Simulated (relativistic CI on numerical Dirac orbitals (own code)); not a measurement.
# Level scheme of Pd XXI

Calculated at this level of theory: Dirac-Coulomb-Breit CI, separate exchange-only KLI orbitals for each configuration, model QED (radiative potential, 1s self-energy scaled to tabulated hydrogen-like ionisation energies), unscaled Slater integrals (own radial code, finite nucleus).

CI space (outside the closed core [Ne]): 3s²3p⁶3d⁸, 3s²3p⁵3d⁹, 3s²3p⁴3d¹⁰, 3s3p⁶3d⁹, 3p⁶3d¹⁰, 3s3p⁵3d¹⁰, 3s²3p⁶3d⁷4s, 3s²3p⁶3d⁷4p, 3s²3p⁶3d⁷4d, 3s²3p⁶3d⁷4f, 3s²3p⁶3d⁶4s², 3s²3p⁵3d⁸4s, 3s²3p⁴3d⁹4s, 3s²3p⁶3d⁶4s4p, 3s²3p⁴3d⁹4p, 3s²3p⁵3d⁸4p. Levels of other configurations are missing.

| No. | Configuration | Term | J | E (eV) | % | Next component (%) | jj configuration (%) |
| --- | --- | --- | --- | --- | --- | --- | --- |
| 41 | 3d⁷(2P)4s | ³P | 0 | 378.743 | 100 |  | 3d3/2^3 3d5/2^4 4s (99) |
| 42 | 3d⁷(2H)4s | ³H | 6 | 379.441 | 100 |  | 3d3/2^3 3d5/2^4 4s (100) |
| 43 | 3d⁷(2G)4s | ³G | 3 | 379.592 | 89 | 6 ³F | 3d3/2^3 3d5/2^4 4s (63) |
| 44 | 3d⁷(2G)4s | ¹G | 4 | 380.159 | 46 | 40 ³G | 3d3/2^3 3d5/2^4 4s (68) |
| 45 | 3d⁷(2H)4s | ³H | 5 | 380.225 | 54 | 44 ¹H | 3d3/2^3 3d5/2^4 4s (97) |
| 46 | 3d⁷(2D)4s | ³D | 3 | 381.358 | 74 | 9 ³F | 3d3/2^2 3d5/2^5 4s (66) |
| 47 | 3d⁷(2P)4s | ³P | 2 | 381.365 | 40 | 25 ⁵P | 3d3/2^2 3d5/2^5 4s (74) |
| 48 | 3d⁷(4P)4s | ³P | 1 | 381.969 | 54 | 24 ³D | 3d3/2^2 3d5/2^5 4s (65) |
| 49 | 3d⁷(2D)4s | ¹D | 2 | 382.367 | 41 | 26 ³D | 3d3/2^2 3d5/2^5 4s (64) |
| 50 | 3d⁷(2P)4s | ³P | 1 | 384.168 | 52 | 23 ¹P | 3d3/2^2 3d5/2^5 4s (87) |
| 51 | 3d⁷(2H)4s | ³H | 4 | 384.625 | 70 | 19 ¹G | 3d3/2^2 3d5/2^5 4s (94) |
| 52 | 3d⁷(4P)4s | ³P | 0 | 384.802 | 100 |  | 3d3/2^2 3d5/2^5 4s (100) |
| 53 | 3d⁷(2H)4s | ¹H | 5 | 384.970 | 49 | 30 ³H | 3d3/2^2 3d5/2^5 4s (89) |
| 54 | 3d⁷(2F)4s | ³F | 2 | 386.186 | 90 | 4 ³D | 3d3/2^3 3d5/2^4 4s (76) |
| 55 | 3d⁷(2F)4s | ³F | 3 | 386.541 | 69 | 20 ¹F | 3d3/2^3 3d5/2^4 4s (73) |
| 56 | 3d⁷(2D)4s | ¹D | 2 | 388.524 | 31 | 29 ³D | 3d3/2 3d5/2^6 4s (63) |
| 57 | 3d⁷(2D)4s | ³D | 1 | 388.598 | 48 | 29 ¹P | 3d3/2 3d5/2^6 4s (56) |
| 58 | 3d⁷(2F)4s | ³F | 4 | 388.921 | 90 | 5 ¹G | 3d3/2^2 3d5/2^5 4s (59) |
| 59 | 3d⁷(2F)4s | ¹F | 3 | 389.925 | 71 | 22 ³F | 3d3/2^2 3d5/2^5 4s (53) |
| 60 | 3s²3p⁴3d¹⁰ | ³P | 2 | 391.279 | 82 | 14 ¹D | 3p3/2^2 (92) |
| 61 | 3d⁷(2D)4s | ³D | 1 | 396.761 | 95 | 2 ³P | 3d3/2^3 3d5/2^4 4s (70) |
| 62 | 3d⁷(2D)4s | ³D | 2 | 397.186 | 76 | 19 ¹D | 3d3/2^3 3d5/2^4 4s (67) |
| 63 | 3s²3p⁴3d¹⁰ | ¹S | 0 | 398.693 | 50 | 49 ³P | 3p3/2^2 (96) |
| 64 | 3d⁷(2D)4s | ³D | 3 | 399.168 | 89 | 4 ¹F | 3d3/2^2 3d5/2^5 4s (84) |
| 65 | 3d⁷(2D)4s | ¹D | 2 | 400.247 | 75 | 16 ³D | 3d3/2^2 3d5/2^5 4s (78) |
| 66 | 3d⁷(4F)4p | ⁵D° | 4 | 403.252 | 47 | 23 ⁵F° | 3d5/2^3 4p1/2 (80) |
| 67 | 3d⁷(4F)4p | ⁵F° | 5 | 404.222 | 35 | 34 ³G° | 3d5/2^3 4p1/2 (77) |
| 68 | 3d⁷(4F)4p | ⁵F° | 3 | 407.974 | 43 | 37 ⁵D° | 3d3/2^3 3d5/2^4 4p1/2 (84) |
| 69 | 3d⁷(4F)4p | ⁵G° | 4 | 408.963 | 45 | 20 ³G° | 3d3/2^3 3d5/2^4 4p1/2 (87) |
| 70 | 3d⁷(4F)4p | ⁵F° | 2 | 409.245 | 35 | 24 ³D° | 3d5/2^3 4p1/2 (47) |

Energies count from the lowest computed level; ° marks odd parity. Percentages are summed over parent terms; the parents shown are those of the largest component, closed shells are left out there. Filled j subshells are mostly left out of the jj labels.

The mean weight of the leading LS term, summed over parents, in these 30 levels is 65 %, and that of the leading jj configuration (from the same eigenvectors) 77 %, so jj coupling describes them better and the LS labels are nominal.

At this charge energies of transitions that change n are usually good to better than 1 %, and those within a shell (Δn = 0) to a few per cent. Terms inside the open d or f shell come out 10 to 20 % too wide with unscaled integrals.

LS names give the leading component of a level, which can be under half, so a name can repeat, a term be missing and a line seem to break the LS rules.
